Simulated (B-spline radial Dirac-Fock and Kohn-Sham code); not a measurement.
**Energy-loss ionisation edge N1 of Cs**

System: the free cesium atom, configuration 1s2 2s2 2p6 3s2 3p6 3d10 4s2 4p6 4d10 5s2 5p6 6s1. Model: the first Born approximation with generalised oscillator strengths from a Dirac-Hartree-Slater potential (longitudinal and transverse terms; continuum final states only, so no white lines or fine structure). Program: a radial finite-basis atomic code. The edge is taken at 232.3 eV (tabulated value).

Input of the calculation (task.json; shells as n, l, electrons):

```json
{"items": [{
  "Z": 55,
  "q": 0,
  "cfg": [[1, 0, 2], [2, 0, 2], [2, 1, 6], [3, 0, 2], [3, 1, 6], [3, 2, 10], [4, 0, 2], [4, 1, 6], [4, 2, 10], [5, 0, 2], [5, 1, 6], [6, 0, 1]],
  "A": 133,
  "rrms": 4.8041,
  "do": "eels",
  "beams": [[60, 5], [60, 10], [60, 50], [60, 100], [80, 5], [80, 20], [80, 50], [100, 5], [100, 10], [120, 10], [200, 5], [300, 20], [300, 50], [300, 100]],
  "edges": {"N1": 232.3}
}]}
```

Run with: `python xray2_run.py task.json out`

Generalised oscillator strength df/dE of the whole subshell in 10⁻³ per eV, against momentum transfer:

```tsv
q (1/a₀)	6 eV above	80 eV above	125 eV above	200 eV above
0.0400	1.30	1.14	1.01	0.824
0.0695	1.30	1.14	1.01	0.824
0.121	1.30	1.14	1.01	0.824
0.210	1.30	1.14	1.01	0.826
0.365	1.29	1.14	1.01	0.829
0.634	1.32	1.13	1.01	0.840
1.10	1.82	1.08	1.02	0.871
1.91	5.31	0.998	1.03	0.968
3.33	14.3	1.67	1.50	1.43
5.78	7.57	1.95	1.93	2.14
10.0	0.0511	0.0221	0.0310	0.0557
17.5	0.00636	0.00302	0.00352	0.00448
30.3	3.29e-05	3.57e-05	4.03e-05	4.75e-05
```

As q goes to zero the values tend to the optical oscillator strength. At 200 eV above the edge the largest value on this grid is at q = 5.78 per a₀; a free electron at rest would take up the loss of 432 eV at q = 5.64 per a₀, where the Bethe ridge forms once the loss is well above the edge energy.
